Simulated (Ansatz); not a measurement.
Relaxation of Si5F3 with UKS B3LYP-D4/def2-SVP.

```sh
$ ansatz run in.yaml --threads 4 --pin off --events-out ev --progress --plain --max-ram 4787MiB
```

```yaml
crystal:
  periodic: [false, false, false]
  atoms:
    - {symbol: Si, position_ang: [2.082320, 0.616620, 0.492200]}
    - {symbol: Si, position_ang: [-1.641290, -2.096770, 0.896360]}
    - {symbol: Si, position_ang: [-1.710050, 0.295200, 0.471320]}
    - {symbol: Si, position_ang: [0.316330, -0.963910, 0.182930]}
    - {symbol: Si, position_ang: [0.028180, 1.576800, -0.386300]}
    - {symbol: F, position_ang: [-2.430780, -3.091030, -0.120340]}
    - {symbol: F, position_ang: [3.315670, 0.568350, -0.568040]}
    - {symbol: F, position_ang: [0.039630, 3.094750, -0.968130]}
basis:
  gaussian: {orbitals: def2-SVP}
magnetization: {spin_polarized: true, initial_magnetization: 1}
hamiltonian: {xc: {name: B3LYP}, dispersion: d4}
scf: {lower_state_search: "off"}
output: {orbitals: {seedname: orbitals}}
relax: {f_tol: 0.02, max_steps: 100}
```

It took 34 s on 4 threads of Arm Neoverse V2 on a shared host.

Positions (Å) and forces (eV/Å) at steps 1, 2, 3, 4, 5, 6, 7, 10 of 10:

```xyz
8
step=1 energy=-47523.0925 eV
Si    2.082    0.617    0.492   -0.658    0.493    0.383
Si   -1.641   -2.097    0.896    0.556    0.210    0.484
Si   -1.710    0.295    0.471    0.438    0.378   -0.286
Si    0.316   -0.964    0.183   -0.495   -0.523   -0.224
Si    0.028    1.577   -0.386    0.205   -0.324    0.555
F    -2.431   -3.091   -0.120   -0.150   -0.098   -0.392
F     3.316    0.568   -0.568    0.235   -0.165   -0.350
F     0.040    3.095   -0.968   -0.131    0.028   -0.169
8
step=2 energy=-47523.2428 eV
Si    2.058    0.654    0.571   -0.264   -0.109   -0.296
Si   -1.571   -2.111    0.951   -0.112   -0.220   -0.030
Si   -1.651    0.299    0.494    0.105    0.264   -0.080
Si    0.334   -0.997    0.164    0.086    0.040   -0.089
Si    0.062    1.605   -0.281   -0.009    0.381   -0.033
F    -2.372   -2.939   -0.228    0.139    0.172    0.124
F     3.208    0.448   -0.587    0.036    0.094    0.159
F    -0.067    3.040   -1.084    0.018   -0.622    0.246
8
step=3 energy=-47523.2803 eV
Si    2.049    0.613    0.559   -0.038   -0.002   -0.547
Si   -1.552   -2.139    0.982   -0.446   -0.407   -0.250
Si   -1.633    0.282    0.529    0.044    0.220    0.024
Si    0.333   -1.036    0.144    0.291    0.223   -0.197
Si    0.067    1.582   -0.229    0.117    0.406   -0.155
F    -2.422   -2.798   -0.269    0.299    0.155    0.376
F     3.271    0.561   -0.561   -0.327   -0.022    0.431
F    -0.113    2.934   -1.155    0.060   -0.572    0.318
8
step=4 energy=-47523.3498 eV
Si    1.979    0.584    0.523    0.368   -0.342   -0.145
Si   -1.519   -2.141    0.988   -0.241   -0.394   -0.176
Si   -1.609    0.324    0.619   -0.098    0.098    0.066
Si    0.293   -0.986   -0.045    0.236    0.230   -0.053
Si    0.074    1.633   -0.126   -0.132    0.385   -0.536
F    -2.396   -2.794   -0.254    0.164    0.210    0.284
F     3.299    0.552   -0.469   -0.294    0.072    0.271
F    -0.121    2.827   -1.236   -0.002   -0.258    0.290
8
step=5 energy=-47523.3799 eV
Si    1.943    0.538    0.510    0.492   -0.086   -0.134
Si   -1.443   -2.198    0.988   -0.237   -0.090   -0.314
Si   -1.579    0.310    0.660   -0.084    0.008    0.058
Si    0.298   -0.974   -0.185   -0.021   -0.011    0.010
Si    0.073    1.623   -0.155   -0.076    0.242   -0.266
F    -2.483   -2.704   -0.197    0.263    0.089    0.282
F     3.349    0.608   -0.351   -0.311   -0.024    0.211
F    -0.156    2.797   -1.270   -0.026   -0.129    0.154
8
step=6 energy=-47523.3910 eV
Si    1.957    0.531    0.508    0.075    0.031   -0.040
Si   -1.451   -2.183    0.978   -0.055   -0.062   -0.108
Si   -1.585    0.327    0.671   -0.018    0.015    0.012
Si    0.289   -0.966   -0.180   -0.035   -0.017   -0.001
Si    0.072    1.624   -0.176    0.062    0.007   -0.016
F    -2.464   -2.733   -0.197    0.086    0.049    0.096
F     3.357    0.585   -0.344   -0.093   -0.019    0.056
F    -0.175    2.816   -1.259   -0.021   -0.004    0.001
8
step=7 energy=-47523.3444 eV rejected
Si    1.939    0.520    0.565    0.211   -0.058   -0.269
Si   -1.397   -2.242    0.943   -0.162    0.179    0.159
Si   -1.524    0.361    0.688   -0.430   -0.238    0.200
Si    0.270   -0.957   -0.200    0.287    0.219   -0.099
Si    0.110    1.678   -0.160   -0.049   -0.255    0.058
F    -2.489   -2.700   -0.191    0.050   -0.030   -0.065
F     3.311    0.568   -0.334    0.034   -0.015    0.122
F    -0.219    2.774   -1.310    0.060    0.199   -0.105
8
step=10 energy=-47523.3929 eV
Si    1.954    0.529    0.516    0.009    0.002    0.000
Si   -1.428   -2.185    0.967    0.008   -0.005    0.005
Si   -1.587    0.336    0.686   -0.005    0.002    0.001
Si    0.279   -0.949   -0.200   -0.009    0.007    0.005
Si    0.076    1.624   -0.180    0.002   -0.001   -0.006
F    -2.457   -2.725   -0.192   -0.005   -0.003   -0.008
F     3.356    0.562   -0.329    0.000   -0.001    0.000
F    -0.192    2.808   -1.267    0.001   -0.002    0.001
```

Another isomer (doublet) lies 0.98 eV lower at PBE0-D4/def2-TZVP; other spin states weren't run for this one.
